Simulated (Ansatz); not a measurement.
Input file for Ansatz (a first-principles code): R-wB97M-V/def2-TZVPP on BH4NO2 (SMILES NB(O)O), a point of a torsion scan.

Ansatz 0.2 input:
```yaml
crystal:
  periodic: [false, false, false]
  atoms:
    - {symbol: N, position_ang: [1.13001349, -0.28568846, 0.30403935]}
    - {symbol: B, position_ang: [-0.25490667, -0.04804058, 0.01463971]}
    - {symbol: O, position_ang: [-0.76234876, 0.02795109, -1.25714744]}
    - {symbol: O, position_ang: [-1.09061303, 0.22435687, 1.04657195]}
    - {symbol: H, position_ang: [1.63126339, 0.40168027, 0.83703786]}
    - {symbol: H, position_ang: [1.71035119, -0.57886524, -0.46853277]}
    - {symbol: H, position_ang: [-0.15506678, -0.17010931, -1.96710574]}
    - {symbol: H, position_ang: [-1.98867336, 0.38975900, 0.76079348]}
basis:
  gaussian:
    orbitals: def2-TZVPP
hamiltonian:
  xc: {name: wB97M-V}
scf: {lower_state_search: off}
```

The head of its log:

```
WARN ansatz: RAYON_NUM_THREADS=1 ignored (pool sized by the plan → 1); use --threads N
Functional definition: wB97M-V
these checks for a lower state are left out or cut short: stability, starts, cluster_reference, orbital_swaps, neighbouring_geometries, increment
integrals: 0.10 GiB planned
862 factors; their error is unknown
integrals: 0.13 GiB planned
214 factors; integrals over basis functions are off by at most 8.7e-6 eV
mean field: 0.90 GiB planned
mean field evaluation 1: about -6321.7366 eV, gradient 7.1e1 eV
mean field evaluation 2: about -6322.8076 eV, gradient 6.9e1 eV
```

### Question
Give the final energy of this run.

### Answer
-232.6311 hartree.
